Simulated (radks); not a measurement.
Results of a calculation; reference values are marked as such.
Question: These are the eigenvalues of the occupied orbitals of an atom or ion with whole-number occupations (hartree). Level of theory: Dirac Kohn-Sham, BLYP, spin-unpolarised, spherical densities, finite nucleus; Fermi nuclear charge, rms radius of each element as measured or else 0.836 A^(1/3) + 0.57 fm (a radial shooting solver on a logarithmic mesh with Libxc functionals).

| orbital | eigenvalue |
|---|---|
| 1s1/2 | -561.7562 |
| 2s1/2 | -108.0128 |
| 2p1/2 | -101.8731 |
| 2p3/2 | -99.82664 |
| 3s1/2 | -41.59217 |
| 3p1/2 | -39.54750 |
| 3p3/2 | -39.06448 |

Which element is it, and in what charge state? The configuration may be excited. Open shells, if any, are shared by 2j + 1.

Answer: Z = 36, krypton, charge +24: Kr24+ in [Ne] 3s1 3p1. The list shows which subshells hold electrons but not how many an open one holds; the 1s level, -561.76 hartree, gives Z - s = 33.5 by -(Z - s)^2/2, which with screening and relativity narrows Z to a few neighbours, and the depths of the outer levels then fix element, charge and occupations together.
